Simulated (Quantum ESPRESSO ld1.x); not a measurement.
The tellurium ion Te+, 51 electrons, occupied as [Kr] 4d8.5 5s1 5p5.5 (fractional occupations, a model configuration). Method: scalar-relativistic Kohn-Sham, PW91, spin-unpolarised, spherical densities, point nucleus; computed with ld1.x of Quantum ESPRESSO 7.5.

Unscreened Slater integrals over Kohn-Sham orbitals (eV).

| integral | value |
|---|---|
| F0(5p,5p) | 10.729 |
| F2(5p,5p) | 5.7666 |
| F0(5p,5s) | 11.596 |
| G1(5p,5s) | 7.6536 |
| F0(5p,4d) | 13.459 |
| F2(5p,4d) | 3.7396 |
| G1(5p,4d) | 1.1504 |
| G3(5p,4d) | 1.0731 |
| F0(5p,4p) | 13.667 |
| F2(5p,4p) | 3.2229 |
| G0(5p,4p) | 0.61801 |
| G2(5p,4p) | 0.79589 |
| F0(5p,4s) | 13.752 |
| G1(5p,4s) | 0.82945 |
| F0(5s,5s) | 12.778 |
| F0(5s,4d) | 15.621 |
| G2(5s,4d) | 1.9220 |
| F0(5s,4p) | 15.931 |
| G1(5s,4p) | 1.1305 |
| F0(5s,4s) | 16.055 |
| G0(5s,4s) | 0.77982 |
| F0(4d,4d) | 26.169 |
| F2(4d,4d) | 13.281 |
| F4(4d,4d) | 8.8258 |
| F0(4d,4p) | 27.946 |
| F2(4d,4p) | 14.236 |
| G1(4d,4p) | 18.110 |
| G3(4d,4p) | 11.237 |
| F0(4d,4s) | 28.713 |
| G2(4d,4s) | 13.818 |
| F0(4p,4p) | 30.148 |
| F2(4p,4p) | 15.850 |
| F0(4p,4s) | 31.117 |
| G1(4p,4s) | 21.192 |
| F0(4s,4s) | 32.202 |

Derived for the open shells (J is the average intra-shell exchange parameter used in DFT+U). 4d: Racah B = F2/49 - 5 F4/441 = 0.1710 eV, C = 35 F4/441 = 0.7005 eV, C/B = 4.10, F4/F2 = 0.665, J = (F2 + F4)/14 = 1.579 eV. 5p: J = F2/5 = 1.153 eV.
